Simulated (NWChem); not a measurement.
System: 1-butanol (C₄H₁₀O); SMILES C(CCC)O

Output (shortened):

```
             Northwest Computational Chemistry Package (NWChem) 7.3.0
             --------------------------------------------------------

                             Geometry "geometry" -> ""
                             -------------------------

 Output coordinates in angstroms (scale by  1.889725989 to convert to a.u.)

  No.       Tag          Charge          X              Y              Z
 ---- ---------------- ---------- -------------- -------------- --------------
    1 C                    6.0000     0.33727200    -2.51109700     0.00003400
    2 C                    6.0000    -0.50802200    -1.23294800    -0.00159900
    3 C                    6.0000     0.34066100     0.04438600     0.00027700
    4 C                    6.0000    -0.49564200     1.31762700    -0.00064800
    5 O                    8.0000     0.39318200     2.42964000     0.00081800
    6 H                    1.0000     0.98562800    -2.55764300    -0.88347500
    7 H                    1.0000    -0.29344200    -3.40745600    -0.00099600
    8 H                    1.0000     0.98249300    -2.55747800     0.88584300
    9 H                    1.0000    -1.17079900    -1.23340200     0.87565200
   10 H                    1.0000    -1.16712300    -1.23324900    -0.88161100
   11 H                    1.0000     0.99593100     0.06040100     0.88145100
   12 H                    1.0000     0.99877700     0.06099300    -0.87877400
   13 H                    1.0000    -1.15206400     1.33266000     0.88625100
   14 H                    1.0000    -1.14977400     1.33304900    -0.88923600
   15 H                    1.0000    -0.13984700     3.23878400     0.00252800

 Effective nuclear repulsion energy (a.u.)     184.4283794586

                                 NWChem DFT Module
                                 -----------------

 Summary of "ao basis" -> "ao basis" (spherical)
 ------------------------------------------------------------------------------
       Tag                 Description            Shells   Functions and Types
 ---------------- ------------------------------  ------  ---------------------
 C                          def2-svp                 6       14   3s2p1d
 O                          def2-svp                 6       14   3s2p1d
 H                          def2-svp                 3        5   2s1p

            General Information
            -------------------
          SCF calculation type: DFT
          Wavefunction type:  closed shell.
          No. of atoms     :    15
          No. of electrons :    42
           Alpha electrons :    21
            Beta electrons :    21
          Charge           :     0
          Spin multiplicity:     1
          Use of symmetry is: off; symmetry adaption is: off
          Maximum number of iterations: 150
          AO basis - number of functions:   120
                     number of shells:    60
          Convergence on energy requested:  1.00D-06
          Convergence on density requested:  1.00D-05
          Convergence on gradient requested:  5.00D-04

              XC Information
              --------------
                         B3LYP Method XC Potential
                     Hartree-Fock (Exact) Exchange  0.200
                        Slater Exchange Functional  0.800 local
                    Becke 1988 Exchange Functional  0.720 non-local
              Lee-Yang-Parr Correlation Functional  0.810
                  VWN I RPA Correlation Functional  0.190 local

[...]

                     NWChem Electrostatic Potential Fit Module
                     -----------------------------------------

 Atom parameters

 Number of atoms is                                   15
 Number of basis functions is                        120

 Grid parameters

 Maximum number of grid points is                  49509
 Number of grid points is                          49508
 Grid range                                     0.300000 nm
 Grid spacing                                   0.020000 nm
 Probe radius                                   0.070000 nm
 Atom radius factor                             1.000000

 Atomic radii

    1    0.100000
    6    0.147000
    8    0.136000
 FASTESP  F
  using M.O. file = ./job.movecs

    Atom              Coordinates                           Charge

                                                  ESP

    1 C     0.033727   -0.251110    0.000003    0.001647
    2 C    -0.050802   -0.123295   -0.000160    0.056858
    3 C     0.034066    0.004439    0.000028    0.046932
    4 C    -0.049564    0.131763   -0.000065    0.416012
    5 O     0.039318    0.242964    0.000082   -0.657530
    6 H     0.098563   -0.255764   -0.088348   -0.009444
    7 H    -0.029344   -0.340746   -0.000100   -0.002482
    8 H     0.098249   -0.255748    0.088584   -0.009034
    9 H    -0.117080   -0.123340    0.087565   -0.029580
   10 H    -0.116712   -0.123325   -0.088161   -0.028644
   11 H     0.099593    0.006040    0.088145   -0.003652
   12 H     0.099878    0.006099   -0.087877   -0.003310
   13 H    -0.115206    0.133266    0.088625   -0.077367
   14 H    -0.114977    0.133305   -0.088924   -0.077583
   15 H    -0.013985    0.323878    0.000253    0.377173
                                            ------------
                                                0.000000

 Dipole moment                                  0.582981

 Quadrupole moment Qxx                         -3.001046
                   Qyy                          4.126079
                   Qzz                         -1.125033

 RMS deviation kJ/mol                           0.046893

 RRMS %                                        31.524055
```

Level: B3LYP/def2-SVP. All runs use the structure optimised with B3LYP/6-31G* (spherical d).

Reconstruct the input file.

Several could match; the one computed here: the input that was run:
```
start job
memory heap 200 mb stack 900 mb global 1100 mb
geometry units angstroms noautosym nocenter noautoz
  C      0.337272    -2.511097     0.000034
  C     -0.508022    -1.232948    -0.001599
  C      0.340661     0.044386     0.000277
  C     -0.495642     1.317627    -0.000648
  O      0.393182     2.429640     0.000818
  H      0.985628    -2.557643    -0.883475
  H     -0.293442    -3.407456    -0.000996
  H      0.982493    -2.557478     0.885843
  H     -1.170799    -1.233402     0.875652
  H     -1.167123    -1.233249    -0.881611
  H      0.995931     0.060401     0.881451
  H      0.998777     0.060993    -0.878774
  H     -1.152064     1.332660     0.886251
  H     -1.149774     1.333049    -0.889236
  H     -0.139847     3.238784     0.002528
end
basis spherical
  C library def2-svp
  O library def2-svp
  H library def2-svp
end
dft
  xc b3lyp
  iterations 150
  mulliken
end
task dft energy
esp
  recalculate
  probe 0.07
  range 0.3
  factor 1.0
  spacing 0.02
end
task esp
```
